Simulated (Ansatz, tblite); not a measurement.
Cost and result up the ladder for the cluster PtAu₃⁻ (4 atoms). Total charge -1; singlet. Geometry: PBE-D4/def2-SVPD.

```xyz
4

Pt    0.054    0.336    0.323
Au   -1.541   -0.847   -1.386
Au    1.103   -1.646   -1.029
Au    0.383    2.158    2.093
```

Ansatz on 2 threads of AMD EPYC 7R43 on a shared host; xTB runs through tblite on one thread. Times are rough, summed over both states, and most runs start from the orbitals of an earlier one. RPA@PBE/def2-TZVPD serves as the yardstick here, not as an exact answer. The other state is a quintet at its own geometry, which has other bonds, so the gap mixes isomer and spin.

In the def2 sets Au, Pt take a core potential; there is no spin–orbit coupling. The xTB rows come from tblite. B3LYP takes the VWN-RPA correlation. Correlated methods freeze no core orbitals; core or outer-core shells of Pt, Au are correlated, in sets that lack core-valence functions. HOMO above LUMO, or a gap near zero within one spin, warns that the state may not be the lowest or that an electron is smeared out. At PBE0-D4/def2-TZVPD a broken-symmetry singlet of charge -1 lies 1.46 eV below the quintet, each at its own geometry. The structure comes from a short search, and lower isomers may exist.

Run but left out: HF/def2-TZVPD, PBE0-D4/def2-TZVPD, MP2/def2-TZVPD (singlet: restricted singlet, unstable towards broken spin symmetry); BHLYP-D4/def2-TZVPD (singlet: restricted singlet, unstable in another Hartree–Fock run and untested here).

Correlated methods converge slowly with the basis.

xTB has no spin-polarisation term.

| level | functions | wall time | quintet − singlet (eV) | difference from RPA@PBE/def2-TZVPD (eV) | remarks |
| --- | --- | --- | --- | --- | --- |
| GFN1-xTB | 36 | 0.012 s | 3.32 | 1.81 | – |
| GFN2-xTB | 36 | 0.014 s | 4.65 | 3.14 | – |
| PBE-D4/def2-TZVPD | 172 | 14 s | 1.62 | 0.11 | gap within one spin near zero (quintet) |
| BLYP-D4/def2-TZVPD | 172 | 16 s | 1.79 | 0.28 | gap within one spin near zero (quintet), restricted, untested (singlet) |
| RPA@PBE/def2-TZVPD | 172 | 31 s | 1.51 | 0.00 | test for broken spin undecided (singlet) |
| r2SCAN-D4/def2-TZVPD (with forces) | 172 | 33 s | 1.27 | -0.24 | – |
| B3LYP-D4/def2-TZVPD | 172 | 41 s | 1.67 | 0.16 | – |
| B97M-V/def2-TZVPD | 172 | 50 s | 1.49 | -0.02 | restricted, untested (singlet) |
| r2SCANh-D4/def2-TZVPD | 172 | 66 s | 1.23 | -0.28 | – |
